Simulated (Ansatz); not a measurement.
Stepwise reaction of silicon tetrachloride with hydrogen sulfide, as a gas-phase model of exchange steps in deposition or etching. ΔE in kJ/mol.

Program: Ansatz. Geometries: PBE0-D4/def2-TZVP. ΔE: electronic, gas phase. CCSD(T)/CBS adds triple-zeta CCSD(T) − MP2 to the extrapolated MP2 energy (def2 sets, frozen cores). This one scheme is used for every species. DFT in def2-TZVPP. B3LYP here is the variant with VWN-RPA as its local correlation; programs differ in this. One conformer a species, not always the lowest.

```csv
step,reaction,PBE-D4,B3LYP-D4,ωB97M-V,CCSD(T)/CBS
1,`Cl[Si](Cl)(Cl)Cl` + H₂S → `S[Si](Cl)(Cl)Cl` + HCl,27.8,32.6,34.7,32.4
2,`S[Si](Cl)(Cl)Cl` + H₂S → `S[Si](S)(Cl)Cl` + HCl,27.4,32.4,34.5,31.8
```

(1) By hand: ΔE of the 2 steps together at CCSD(T)/CBS.

Answers

(1) (32.4) + (31.8) = 64.2 kJ/mol, or 32.1 kJ/mol a step.

In ΔE the steps differ by no more than 0.6 kJ/mol. All are uphill at CCSD(T)/CBS. PBE-D4 differs from CCSD(T)/CBS by -4.6 to -4.4 kJ/mol a step. Isolated molecules leave out the surface, adducts and barriers. Largest T1 diagnostic: 0.010.
